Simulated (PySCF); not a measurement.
Species: C7H14P (charge +1).
SMILES with atom numbers: `[CH:1]#[C:2][CH2:3][PH2+:4][CH2:5][CH2:6][CH2:7][CH3:8]` (hydrogens: H9 on C1; H10, H11 on C3; H12, H13 on P4; H14, H15 on C5; H16, H17 on C6; H18, H19 on C7; H20, H21, H22 on C8)

The same species was optimised twice, with GFN2-xTB and with PBE0-D3(BJ)/def2-SVP (PySCF), and the same property calculations (PySCF, gas phase) were run on both structures.

```
     coordinate  GFN2-xTB  PBE0-D3(BJ)/def2-SVP  change
      C1≡C2 (Å)     1.197                 1.209  +0.012
      P4–C5 (Å)     1.814                 1.808  -0.006
      C3–P4 (Å)     1.818                 1.822  +0.004
      C7–C8 (Å)     1.523                 1.520  -0.003
      C2–C3 (Å)     1.453                 1.450  -0.003
      C6–C7 (Å)     1.526                 1.524  -0.002
      C5–C6 (Å)     1.532                 1.531  -0.001
   C5–C6–C7 (°)     112.1                 114.5    +2.4
   C1–C2–C3 (°)     179.9                 177.8    -2.1
   P4–C5–C6 (°)     112.1                 113.8    +1.7
   C6–C7–C8 (°)     111.6                 112.7    +1.1
   C3–P4–C5 (°)     112.7                 113.6    +0.9
   C2–C3–P4 (°)     108.7                 109.2    +0.5
C2–C3–P4–C5 (°)      -179                  -179       0
C3–P4–C5–C6 (°)      -162                  -167      -5
P4–C5–C6–C7 (°)       -54                   -57      -3
C5–C6–C7–C8 (°)      -177                  -174      +3
```

Rotational constants: A = 4651, B = 612.3, C = 558.6 MHz (GFN2-xTB) against A = 4806, B = 591.1, C = 543.7 MHz (PBE0-D3(BJ)/def2-SVP). Point groups within 0.08 Å: C1 and C1.

On the GFN2-xTB structure: HOMO (eV) -12.14 [PBE0/pcSseg-1]; LUMO (eV) -4.43 [PBE0/pcSseg-1]; GIAO shielding of C1 (ppm) 96.3 [PBE0/pcSseg-1]; GIAO shielding of C2 (ppm) 118.1 [PBE0/pcSseg-1]; GIAO shielding of C3 (ppm) 175.5 [PBE0/pcSseg-1]; GIAO shielding of P4 (ppm) 357.2 [PBE0/pcSseg-1]; GIAO shielding of C5 (ppm) 163.8 [PBE0/pcSseg-1]; GIAO shielding of C6 (ppm) 156.7 [PBE0/pcSseg-1]; GIAO shielding of C7 (ppm) 156.8 [PBE0/pcSseg-1]; GIAO shielding of C8 (ppm) 170.8 [PBE0/pcSseg-1].

What do these properties become on the PBE0-D3(BJ)/def2-SVP structure?

```csv
property,level,on GFN2-xTB,on PBE0-D3(BJ)/def2-SVP,change
HOMO (eV),PBE0/pcSseg-1,-12.14,-12.11,+0.03
LUMO (eV),PBE0/pcSseg-1,-4.43,-4.53,-0.10
"energy, GFN2-xTB geometry as zero (kcal/mol)",PBE0/pcSseg-1,0.0,-1.6,-1.6
GIAO shielding of C1 (ppm),PBE0/pcSseg-1,96.3,93.5,-2.8
GIAO shielding of C2 (ppm),PBE0/pcSseg-1,118.1,118.1,0.0
GIAO shielding of C3 (ppm),PBE0/pcSseg-1,175.5,174.0,-1.5
GIAO shielding of P4 (ppm),PBE0/pcSseg-1,357.2,348.4,-8.8
GIAO shielding of C5 (ppm),PBE0/pcSseg-1,163.8,163.7,-0.1
GIAO shielding of C6 (ppm),PBE0/pcSseg-1,156.7,156.3,-0.4
GIAO shielding of C7 (ppm),PBE0/pcSseg-1,156.8,157.6,+0.8
GIAO shielding of C8 (ppm),PBE0/pcSseg-1,170.8,169.1,-1.7
```

The heavy atoms differ by 0.074 Å rms after alignment. Among bonds between heavy atoms C1≡C2 changes most (+0.012 Å). Changes are differences of the printed values. Neither structure is proved a minimum here. Isolated species at its PBE0-D3(BJ)/def2-SVP geometry (one conformer only).

The values belong to the conformer `[CH:1]#[C:2][CH2:3][PH2+:4][CH2:5][CH2:6][CH2:7][CH3:8]`: C2–C3–P4–C5 -179°, C3–P4–C5–C6 -167°, P4–C5–C6–C7 -57°, C5–C6–C7–C8 -174°.
